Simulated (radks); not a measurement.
The numbers below are computed, except where a source is named.
Ionisation of Pt18+, [Kr] 4d10 4f12 5s2, to Pt19+, [Kr] 4d10 4f12 5s1, under several functionals. Dirac Kohn-Sham, spin-unpolarised, spherical densities, point nucleus; open shells are shared between the two j in proportion to 2j + 1; a radial shooting solver on a logarithmic mesh with Libxc functionals.

| functional | E(Pt18+) (hartree) | Exc (hartree) | IE (eV) | -e(HOMO) (eV) | <r> HOMO (bohr) | IE error (eV) |
|---|---|---|---|---|---|---|
| exchange-only PBE | -18322.4351 | -337.2093 | 478.79 | 465.34 | 0.8421 | -0.2 |
| HCTH/407 | -18336.1287 | -351.2515 | 480.61 | 467.49 | 0.8374 | +1.6 |
| XLYP | -18328.3228 | -343.1323 | 480.30 | 466.88 | 0.8417 | +1.3 |
| PBEsol | -18321.0336 | -335.7859 | 479.96 | 466.66 | 0.8400 | +1.0 |
| B86b exchange with PBE correlation | -18327.5657 | -342.3799 | 480.09 | 466.72 | 0.8407 | +1.1 |
| exchange-only LDA | -18308.7069 | -323.3572 | 478.82 | 465.44 | 0.8408 | -0.2 |

NIST Atomic Spectra Database: 479 eV (theoretical). Closest: exchange-only LDA. The Delta-SCF values span 1.82 eV, the total energies 27.42 hartree. The highest occupied level is 5s1/2. Spin polarisation and multiplet splitting are left out, so open shells lie too high by an amount that depends on their filling. Sharing an open shell by 2j + 1 raises it above the true ground level by a part of the spin-orbit splitting, which enters the differences from NIST.

Beside tabulated values, note that spin-unpolarised runs miss the spin-polarisation part of the exchange energy of open shells.
